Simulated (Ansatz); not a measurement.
(LiH)n off: r2SCAN-D4/def2-TZVPD single points in Ansatz on relaxed structures, gas phase. Each cluster is the lowest isomer that a short search found in that spin, judged at the geometry's level, and lower ones may exist. HOMO and LUMO are taken over both spins. Binding counts from free atoms in the multiplicity of their measured ground term, without zero-point energy. The structures are stationary points that may keep the symmetry of their start.

```csv
species,atoms,state,geometry,HOMO (eV),LUMO (eV),gap (eV),binding per atom (eV),point group (within 0.1 Å)
Li4H3,7,doublet,PBE-D4/def2-TZVP,-2.56,-1.01,1.55,1.77,C3v
Li5H4,9,doublet,PBE-D4/def2-TZVP,-2.52,-1.18,1.34,1.83,Cs
Li5H6,11,doublet,r2SCAN-D4/def2-TZVP,-2.50,-1.31,1.19,1.93,–
Li6H5,11,doublet,r2SCAN-D4/def2-TZVP,-2.52,-0.99,1.53,1.93,Cs
Li6H7,13,doublet,PBE0-D4/def2-TZVP,-2.53,-1.06,1.46,2.00,–
Li7H6,13,doublet,PBE-D4/def2-TZVP,-2.18,-1.24,0.93,1.95,C3v
```

(1) Estimate the rows for Li2H (doublet, PBE-D4/def2-TZVP geometry); Li3H2 (doublet, PBE-D4/def2-TZVP geometry); Li3H4 (doublet, r2SCAN-D4/def2-TZVP geometry).

(1) 
```tsv
species	atoms	state	geometry	HOMO (eV)	LUMO (eV)	gap (eV)	binding per atom (eV)	point group (within 0.1 Å)
Li2H	3	doublet	PBE-D4/def2-TZVP	-2.63	-1.66	0.97	1.17	C2v
Li3H2	5	doublet	PBE-D4/def2-TZVP	-2.93	-1.26	1.67	1.55	C2v
Li3H4	7	doublet	r2SCAN-D4/def2-TZVP	-2.88	-1.23	1.65	1.78	Cs
```

The gap (eV) runs from 0.93 (Li7H6) to 1.67 (Li3H2). The binding per atom (eV) runs from 1.17 (Li2H) to 2.00 (Li6H7).
